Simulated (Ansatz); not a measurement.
`C[CH]1[CH2][GeH2]1` at its PBE0-D4/def2-TZVP geometry, where that method's forces vanish. Total charge 0; spin multiplicity 1.

```xyz
12

C    -1.5280   -0.0334   -0.3082
C    -0.1461    0.5493   -0.1875
C     0.6539    0.2487    1.0738
Ge    1.4449   -0.5247   -0.5285
H    -1.9083    0.0407   -1.3292
H    -1.5420   -1.0902   -0.0271
H    -2.2302    0.4872    0.3538
H    -0.0671    1.5792   -0.5271
H     0.1951   -0.4370    1.7796
H     1.1669    1.0756    1.5530
H     1.2672   -2.0228   -0.7447
H     2.6937    0.1274   -1.1078
```

(1) What forces (eV/Å) does ωB97M-V/def2-TZVPP give on these atoms in Ansatz? (Best estimate.)

Results:

(1) Computed: 
```
C1  -0.243 -0.073  0.003
C2   0.169  0.142 -0.160
C3   0.094 -0.030  0.165
Ge4  0.021 -0.021 -0.021
H5   0.030 -0.009  0.079
H6   0.012  0.066 -0.017
H7   0.058 -0.049 -0.057
H8  -0.013 -0.082  0.046
H9   0.018  0.058 -0.058
H10 -0.054 -0.065 -0.040
H11  0.009  0.114  0.016
H12 -0.101 -0.051  0.044
```
